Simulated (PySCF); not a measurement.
Compound: CH4BFNP.
Geometry (PBE0-D3(BJ)/def2-SVP, Å), atoms numbered from 1 in this order:
```xyz
9
CH4BFNP angstrom
N      1.8271    0.4652   -1.8524
C      1.4308    0.0333   -0.8492
B      0.7472   -0.4891    0.4657
P     -0.9768    0.2339    0.1120
F     -2.0951   -0.0135    1.2156
H      0.6184   -1.6959    0.5199
H      1.1446    0.0388    1.4854
H     -1.0280    1.6361   -0.0639
H     -1.6079   -0.2267   -1.0669
```

The calculation used core-valence-separated Tamm–Dancoff BHandHLYP/aug-pcX-1 (pcseg-1 on H, def2-SVPD on P) in PySCF, non-relativistic, gas phase, PBE0-D3(BJ)/def2-SVP geometry. No shift to experiment was applied.

(1) Give energies, oscillator strengths and core holes at the F K edge.

(2) What does the C 1s absorption edge look like?

(3) List the nitrogen K-edge absorption lines.

## Answers

(1) 
```
E (eV)       f  core hole on                 main final orbital
684.39  0.0262            F5                        LUMO (74 %)
687.67  0.0171            F5  LUMO+1/LUMO+5 (2 roots, f summed)
688.36  0.0107            F5                             spread
688.99  0.0020            F5                      LUMO+3 (33 %)
689.18  0.0038            F5                      LUMO+2 (64 %)
689.92  0.0056            F5                      LUMO+6 (34 %)
```

The first line with a tenth or more of the strongest one's intensity is at 684.39 eV (f = 0.026), with the hole on F5 (phosphorus-bound fluorine). It is also the strongest listed.

(2) 
| E (eV) | f | core hole on | main final orbital | polarisation |
| --- | --- | --- | --- | --- |
| 283.26 | 0.0464 | C2 | LUMO (32 %) | across the triple bond |
| 283.55 | 0.0636 | C2 | LUMO+7 (66 %) | across the triple bond |
| 285.16 | 0.0193 | C2 | LUMO (62 %) | mixed |
| 286.42 | 0.0004 | C2 | LUMO+1 (83 %) | – |
| 286.96 | 0.0002 | C2 | LUMO+2 (64 %) | – |
| 287.16 | 0.0042 | C2 | LUMO+3 (71 %) | across the triple bond |
| 287.77 | 0.0004 | C2 | LUMO+5 (56 %) | – |

The first line with a tenth or more of the strongest one's intensity is at 283.26 eV (f = 0.046), with the hole on C2 (cyano carbon), polarised across the triple bond: a 1s→π* resonance. The strongest listed is at 283.55 eV (f = 0.064; C2).

(3) 
```json
{"E (eV)": "396.56", "f": "0.0587", "core hole on": "N1", "main final orbital": "LUMO (36 %)", "polarisation": "across the triple bond"}
{"E (eV)": "397.32", "f": "0.0617", "core hole on": "N1", "main final orbital": "LUMO+7 (77 %)", "polarisation": "across the triple bond"}
{"E (eV)": "400.25", "f": "0.0030", "core hole on": "N1", "main final orbital": "LUMO (56 %)", "polarisation": "across the triple bond"}
{"E (eV)": "400.61", "f": "0.0001", "core hole on": "N1", "main final orbital": "LUMO+1 (74 %)", "polarisation": "–"}
{"E (eV)": "401.46", "f": "0.0006", "core hole on": "N1", "main final orbital": "LUMO+2 (82 %)", "polarisation": "–"}
{"E (eV)": "401.67", "f": "0.0001", "core hole on": "N1", "main final orbital": "LUMO+3 (68 %)", "polarisation": "–"}
{"E (eV)": "402.02", "f": "0.0015", "core hole on": "N1", "main final orbital": "LUMO+6 (64 %)", "polarisation": "along the triple bond"}
```

The first line with a tenth or more of the strongest one's intensity is at 396.56 eV (f = 0.059), with the hole on N1 (cyano nitrogen), polarised across the triple bond: a 1s→π* resonance. The strongest listed is at 397.32 eV (f = 0.062; N1).

Roots within 0.03 eV whose holes lie on the same, on equivalent or on shared atoms are summed into one line, and the highest roots are left out, as the search may have cut off their partners. Final orbitals are the ground state's empty Kohn–Sham orbitals. A dash: too weak, shared between unlike atoms, or no plane or axis to refer to.

Task: What are the wavelength and the wavenumber of the 684.39 eV line?

Result: λ = 12398.42 eV Å/684.39 eV = 18.116 Å; 5.5200 × 10⁶ cm⁻¹.

Only the lowest roots of each edge were sought.

One conformer stands for the species.
